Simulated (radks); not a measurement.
Results of a calculation; reference values are marked as such.
Q: Excited configurations of Sm IV: one electron is placed in a higher orbital outside [Xe] 4f4. The ground configuration is [Xe] 4f5. Code: a radial shooting solver on a logarithmic mesh with Libxc functionals. Model: Dirac Kohn-Sham, BLYP, spin-unpolarised, spherical densities, point nucleus; open shells are shared between the two j in proportion to 2j + 1. Excitation = E - E(ground); binding = E(ion) - E, where the ion is the core of charge +4; n* = 4/sqrt(2 binding) in atomic units, and the quantum defect is n - n*. Eigenvalue and <r> are those of j = l + 1/2.

| outer orbital | excitation (eV) | binding (eV) | n* | quantum defect | eigenvalue (eV) | <r> (bohr) |
|---|---|---|---|---|---|---|
| 5d | 10.308 | 31.396 | 2.633 | 2.367 | -26.007 | 2.153 |
| 5f | 27.326 | 14.377 | 3.891 | 1.109 | -11.786 | 4.121 |
| 6p | 19.199 | 22.505 | 3.110 | 2.890 | -19.236 | 3.609 |
| 6d | 26.281 | 15.422 | 3.757 | 2.243 | -13.314 | 4.745 |
| 6f | 32.188 | 9.516 | 4.783 | 1.217 | -8.171 | 7.266 |
| 7s | 26.568 | 15.135 | 3.792 | 3.208 | -13.443 | 5.577 |
| 7p | 28.705 | 12.999 | 4.092 | 2.908 | -11.363 | 6.309 |
| 7d | 31.856 | 9.847 | 4.702 | 2.298 | -8.590 | 7.832 |
| 7f | 35.008 | 6.696 | 5.702 | 1.298 | -5.862 | 11.04 |

Estimate the row for 6s.

A: excitation (eV) 13.764; binding (eV) 27.940; n* 2.791; quantum defect 3.209; eigenvalue (eV) -24.382; <r> (bohr) 3.078. The Delta-SCF ionisation energy is 41.704 eV (NIST Atomic Spectra Database: 41.6 eV, semi-empirical). Self-interaction in the functional shifts the binding energies and quantum defects, so they are the method's values and not measured ones. Spin polarisation and multiplet splitting are left out, so open shells lie too high by an amount that depends on their filling. Sharing an open shell by 2j + 1 raises it above the true ground level by a part of the spin-orbit splitting, which enters the differences from NIST.

Beside tabulated values, note that spin-unpolarised runs miss the spin-polarisation part of the exchange energy of open shells.
